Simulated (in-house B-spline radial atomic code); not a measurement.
Configurations of Pr⁶⁺, with energies counted from [Kr] 4d10 (4f5/2)1 5s2 (5p1/2)2 (5p3/2)2. Method: Dirac-Hartree-Fock, average of each configuration as written, Fermi nucleus of rms radius 4.8919 fm. Calculated with an all-electron radial atomic-structure program (B-spline basis). Energies include first-order Breit, QED and recoil terms.

Occupations are held fixed; configurations that lie above the ionisation limit could autoionise.

```csv
configuration,E - E(ref) (eV),highest orbital,its <r> (bohr)
[Kr] 4d10 5s2 (5p1/2)1 (5p3/2)4,-3.1192,5p3/2,1.539
[Kr] 4d10 (4f5/2)1 5s2 (5p3/2)4,8.4779,4f5/2,0.8674
[Kr] 4d10 5s2 (5p1/2)2 (5p3/2)2 6s1,34.268,6s1/2,2.708
[Kr] 4d10 5s2 (5p1/2)2 (5p3/2)2 9s1,73.167,9s1/2,9.258
[Kr] (4d3/2)3 (4d5/2)6 (4f5/2)1 (4f7/2)1 5s2 (5p1/2)1 (5p3/2)3,123.27,4f5/2,0.8684
[Kr] (4d3/2)3 (4d5/2)6 (4f5/2)1 5s2 (5p3/2)4 (5d5/2)1,150.14,5d5/2,1.84
[Kr] (4d3/2)3 (4d5/2)6 (4f5/2)1 5s2 (5p3/2)4 7s1,185.85,7s1/2,4.464
```

Question: Order these further configurations by energy, lowest first.
A. [Kr] 4d10 (4f7/2)1 5s2 (5p3/2)4
B. [Kr] (4d3/2)4 (4d5/2)5 (4f5/2)1 5s2 (5p1/2)2 (5p3/2)2 (5f7/2)1
C. [Kr] 4d10 (4f7/2)1 5s2 (5p1/2)1 (5p3/2)2 (7d3/2)1
D. [Kr] 4d10 5s2 (5p1/2)1 (5p3/2)3 (6g7/2)1
E. [Kr] 4d10 (4f7/2)1 5s2 (5p1/2)1 (5p3/2)2 (6g9/2)1

Answer: A (8.4749 eV), D (73.636 eV), C (73.889 eV), E (78.475 eV), B (164.42 eV).

Question: How far above the reference does [Kr] 4d10 5s2 (5p1/2)2 (5p3/2)2 (7f7/2)1 lie?

Answer: 70.98 eV; its least bound orbital is 7f7/2 with <r> = 7.238 bohr.

Question: How far above the reference does [Kr] 4d10 (4f7/2)1 5s2 (5p1/2)2 (5p3/2)1 (8d3/2)1 lie?

Answer: 77.483 eV; its least bound orbital is 8d3/2 with <r> = 8.269 bohr.

Question: How far above the reference does [Kr] 4d10 (4f7/2)1 5s2 (5p3/2)3 (5f5/2)1 lie?

Answer: 63.094 eV; its least bound orbital is 5f5/2 with <r> = 2.829 bohr.

Question: Is the reference the lowest configuration at this level of theory?

Answer: No: [Kr] 4d10 5s2 (5p1/2)1 (5p3/2)4 lies 3.119 eV lower. Averages of configurations without correlation can order differently from the measured ground levels.
